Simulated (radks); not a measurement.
The promethium ion Pm4+, 57 electrons, occupied as [Xe] 4f3.

Calculated with a radial shooting solver on a logarithmic mesh with Libxc functionals: scalar-relativistic Kohn-Sham, PBE, spin-polarised, spherical densities, point nucleus; open shells are filled with parallel spins first (spin-orbit coupling, left out, can overturn this in heavy ions).

Energy parts (hartree):
| part | energy |
|---|---|
| total | -10017.6526 |
| kinetic | 10686.1039 |
| electron-nucleus | -24252.6100 |
| Hartree | 3775.7665 |
| exchange-correlation | -226.9130 |

Orbitals (lengths in bohr, moments of r in powers of bohr; r(90%) holds 90 % of the orbital's charge):
| orbital | occ. | eigenvalue (hartree) | r(90%) |
|---|---|---|---|
| 1s down | 1 | -1656.485 | 0.0419 |
| 1s up | 1 | -1656.485 | 0.0419 |
| 2s up | 1 | -270.9315 | 0.153 |
| 2s down | 1 | -270.9310 | 0.153 |
| 2p up | 3 | -242.1329 | 0.142 |
| 2p down | 3 | -242.1326 | 0.142 |
| 3s up | 1 | -60.66129 | 0.382 |
| 3s down | 1 | -60.62188 | 0.382 |
| 3p up | 3 | -51.62071 | 0.388 |
| 3p down | 3 | -51.58151 | 0.387 |
| 3d up | 5 | -39.22792 | 0.369 |
| 3d down | 5 | -39.19768 | 0.368 |
| 4s up | 1 | -13.63874 | 0.847 |
| 4s down | 1 | -13.53905 | 0.847 |
| 4p up | 3 | -10.65830 | 0.907 |
| 4p down | 3 | -10.55887 | 0.907 |
| 4d up | 5 | -6.44504 | 1.02 |
| 4d down | 5 | -6.34639 | 1.02 |
| 5s up | 1 | -3.14914 | 1.95 |
| 5s down | 1 | -3.09833 | 1.96 |
| 5p up | 3 | -2.36009 | 2.22 |
| 5p down | 3 | -2.32199 | 2.24 |
| 4f up | 3 | -1.90817 | 1.44 |
| 4f down | 0 | -1.81822 | 1.47 |

The highest occupied level is 4f up at -51.924 eV. Summed over all electrons, <r^2> = 33.36 bohr^2, which gives a Langevin (diamagnetic) susceptibility term of -26.4 x 10^-6 cm^3/mol. Spin moment in Bohr magnetons: 3. The density falls to 0.001 e/bohr^3 at r = 3.19 bohr.
